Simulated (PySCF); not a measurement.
Geometry (Å), atoms numbered from 1 in this order:
```xyz
16

C     2.2181   -0.5778    0.0907
C     0.9383   -0.2620    0.0224
C    -0.2124   -1.2348    0.0861
C    -1.4387   -0.4194   -0.3284
C    -1.0951    0.9864    0.1471
Cl   -1.3996    1.1195    1.9055
Cl   -2.0705    2.2337   -0.6664
C     0.3957    1.1364   -0.1308
H     2.5415   -1.5995    0.1873
H     2.9902    0.1708    0.0546
H    -0.0528   -2.0988   -0.5574
H    -0.3261   -1.5934    1.1115
H    -1.5389   -0.4023   -1.4151
H    -2.3683   -0.7851    0.1035
H     0.5357    1.4834   -1.1580
H     0.8753    1.8519    0.5359
```

Geometry: GFN2-xTB; GIAO absolute shieldings from PySCF, gas phase, non-relativistic, averaged over equivalent atoms.

At PBE/STO-3G (56 basis functions, 10 s wall time on 1 thread of an Intel Xeon Platinum 8488C, shared host):
| atoms | σ (ppm) |
| --- | --- |
| C2 | 115.7 |
| C1 | 133.5 |
| C5 | 137.4 |
| C8 | 187.2 |
| C4 | 191.0 |
| C3 | 197.1 |
| Cl6/Cl7 | 859.4 |
| H10 | 27.87 |
| H9 | 27.88 |
| H15/H16 | 30.10 |
| H11/H12 | 30.68 |
| H13/H14 | 30.70 |

Predict the values at PBE0/pcSseg-1 on the same geometry.

## Answers


```
  atoms  σ at PBE0/pcSseg-1  change
     C2                31.7   -84.0
     C1                71.2   -62.3
     C5                83.5   -53.9
     C8               127.6   -59.6
     C4               134.8   -56.2
     C3               152.4   -44.7
Cl6/Cl7               613.1  -246.3
    H10               26.31   -1.56
     H9               26.29   -1.59
H15/H16               28.41   -1.69
H11/H12               28.96   -1.72
H13/H14               29.18   -1.52
```

The largest change is at Cl6/Cl7 (chlorine bonded to C). Cost: 190 basis functions, 37 s wall time on 1 thread of an Intel Xeon Platinum 8488C, shared host. The order of the carbon signals is the same at both levels.

Carbons that carry Cl, above all several Cl atoms, come out too deshielded, partly because spin–orbit coupling is missing.
